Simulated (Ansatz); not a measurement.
AlBFH$_{3}$O, SMILES `O[BH][AlH][F]`. The species carries charge 0 and has multiplicity 1. The geometry is a stationary point of PBE0-D4/def2-TZVP. It is one conformer, not always the lowest.

```xyz
7

O     0.009   -0.492   -1.654
B     0.564   -0.309   -0.431
Al   -0.637    0.613    1.092
F    -1.142   -0.352    2.344
H     0.596   -0.916   -2.288
H     1.704   -0.675   -0.267
H    -1.093    2.130    1.204
```

What is the dipole moment at r2SCAN/def2-TZVPP? (Estimate.)

Ansatz gave: 3.05 D, with components (1.71, -0.30, -2.51) D in this frame, pointing from negative to positive charge.

And with PBE, B3LYP, ωB97M-V? (An estimate is asked.)

The calculation gave: PBE 3.07 D, B3LYP 3.07 D, ωB97M-V 3.05 D.

Give the Mulliken charges with r2SCAN, ωB97M-V, B3LYP in def2-TZVPP. (Best estimate.)

Ansatz gave: 
```csv
atom,r2SCAN,ωB97M-V,B3LYP
O1,-0.27,-0.24,-0.24
B2,0.03,-0.05,0.03
Al3,0.61,0.55,0.54
F4,-0.37,-0.36,-0.37
H5,0.22,0.19,0.20
H6,-0.05,0.03,-0.01
H7,-0.17,-0.12,-0.15
```

B3LYP here is the variant with VWN-RPA as its local correlation; programs differ in this.
